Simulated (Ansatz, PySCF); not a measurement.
System: dimethylborinic acid, C2H7BO (charge 0, singlet). SMILES: CB(C)O
Structure (B3LYP-D3(BJ)/def2-TZVP (Ansatz, an electronic-structure program) minimum search):
```
B
O 1 1.3670
H 2 0.9631 1 113.53
C 1 1.5715 2 116.87 3 -178.60
H 4 1.0907 1 112.96 2 -12.35
H 4 1.0935 5 108.91 1 124.97
H 4 1.0963 5 107.65 6 114.19
C 1 1.5780 2 121.14 3 1.54
H 8 1.0933 1 111.57 2 -135.27
H 8 1.0937 9 108.06 1 -126.66
H 8 1.0960 9 105.72 10 -114.63
```
Charge 0, spin multiplicity 1.

Property: atomisation energy (electronic, to ground-state atoms), in eV. Valence correlation only, unless marked. UHF or UKS for open shells. No spin-orbit coupling. Non-relativistic. The coupled-cluster limit lacks core correlation, which all-electron functionals hold. Basis-set limits of correlation are two-point, X^-3; Hartree-Fock from the larger set. [CCSD(T)-MP2]/basis is that difference in the basis named.

| level | program | atomisation energy (eV) |
|---|---|---|
| B97M-V/def2-TZVPD | Ansatz | (withheld) |
| TPSSh-D4/def2-TZVPD | PySCF + dftd4 | 45.49 |
| CAM-B3LYP-D4/def2-TZVPD | Ansatz + dftd4 | (withheld) |
| RPA@PBE/cc-pVTZ | Ansatz | (withheld) |
| RPA@PBE/cc-pVQZ | Ansatz | (withheld) |
| SCS-MP2/aug-cc-pVDZ | Ansatz | 42.99 |
| CCSD/6-31G | Ansatz | 39.03 |
| CCSD/cc-pVDZ | Ansatz | 41.96 |
| RI-MP2/CBS(aug-cc-pVTZ,aug-cc-pVQZ)+[CCSD(T)-MP2]/aug-cc-pVTZ | Ansatz | 45.41 |

**Question.** Complete the blanks.

**Answer.** 
- B97M-V/def2-TZVPD, atomisation energy (eV): 45.52
- CAM-B3LYP-D4/def2-TZVPD, atomisation energy (eV): 45.68
- RPA@PBE/cc-pVTZ, atomisation energy (eV): 42.61
- RPA@PBE/cc-pVQZ, atomisation energy (eV): 43.08
